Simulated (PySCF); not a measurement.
Two species compared at the same levels of theory.

First species: C₃H₈F₃NSi₂.
Numbering: `[F:1][C:2]([F:3])([F:4])[C@@H:5]1[CH2:6][SiH2:7][NH:8][SiH2:9]1` (hydrogens: H10 on C5; H11, H12 on C6; H13, H14 on Si7; H15 on N8; H16, H17 on Si9)

Second species: Si(OAc)4, C8H12O8Si.
SMILES: `C(O[Si](OC(C)=O)(OC(=O)C)OC(=O)C)(=O)C`

Levels: wB97X-D/def2-SVPD for HOMO energy, LUMO energy, HOMO–LUMO gap and static isotropic polarisability; TDDFT wB97X-D/def2-SVPD for lowest singlet excitation; TDA wB97X-D/def2-SVPD for lowest triplet excitation (Tamm–Dancoff). Geometries: PBE0-D3(BJ)/def2-SVP. Each structure is a single optimised conformer of the isolated species, non-relativistic unless stated. Electronic properties by PySCF.

| property | column X | column Y |
| --- | --- | --- |
| HOMO energy | -9.50 eV | -10.31 eV |
| LUMO energy | 1.61 eV | 1.44 eV |
| HOMO–LUMO gap | 11.11 eV | 11.75 eV |
| lowest singlet excitation | 6.46 eV | 5.84 eV |
| lowest triplet excitation (Tamm–Dancoff) | 6.18 eV | 5.36 eV |
| static isotropic polarisability | 92.6 au | 136.8 au |

(1) Which column belongs to which species?

(2) How does each property change from the first species to the second?

Results:

(1) Column X is the first species and column Y the second. The first has 17 atoms and 88 electrons, the second 29 and 138.

(2) HOMO energy -0.81 eV; LUMO energy -0.17 eV; HOMO–LUMO gap +0.64 eV; lowest singlet excitation -0.62 eV; lowest triplet excitation (Tamm–Dancoff) -0.82 eV; static isotropic polarisability +44.2 au.

On the first: The polarisability is 13.72 Å³ as a volume (1 au = 0.148185 Å³), or 1.05 au for each of the 88 electrons. S1 lies 4.65 eV below the HOMO–LUMO gap; its leading configuration is HOMO→LUMO, weight 0.95.

On the second: The polarisability is 20.28 Å³ as a volume (1 au = 0.148185 Å³), or 0.99 au for each of the 138 electrons. The principal polarisabilities are 131.9, 132.2 and 146.4 au; their mean is the isotropic value.
